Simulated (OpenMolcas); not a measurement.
Ru4+ among 2 point charges of -2.5 e arranged as a linear pair (D∞h).

```
Program             : OpenMolcas 26.06
Method              : CASSCF
Basis               : ANO-RCC-VDZP [6s5p3d1f]
Scalar Hamiltonian  : DKH2, point nucleus
Active space        : 4 electrons in 5 orbitals (4d)
State averaging     : 2S+1 = 5 even, 5 roots; 2S+1 = 3 even, 45 roots; 2S+1 = 1 even, 50 roots
Spin-orbit coupling : RASSI with atomic mean-field integrals over the reference wave functions
```

All point charges move together. At R = 1.93 Å the first state of the same spin is 8548 cm-1, and at R = 2.31 Å it is 4988 cm-1.

A third run gives 6772 cm-1. What distance was it run at?

With a power law R^-n the two known points give n = -ln(4988 / 8548) / ln(2.31 / 1.93) = 3.00. Then R = 1.93 × (8548 / 6772)^(1/3.00) = 2.086 Å. The run was at 2.09 Å, so the estimate is off by -0.004 Å.

Without dynamic correlation the repulsion within the d shell is too large (B by tens of per cent), so at a given field states of lower spin stand too high. Point charges give a weaker field than real ligands, and real ions of this kind are as a rule low spin; the high spin found here belongs to the model. This is an electrostatic model: the charges have no orbitals. No measured value stands beside these numbers.
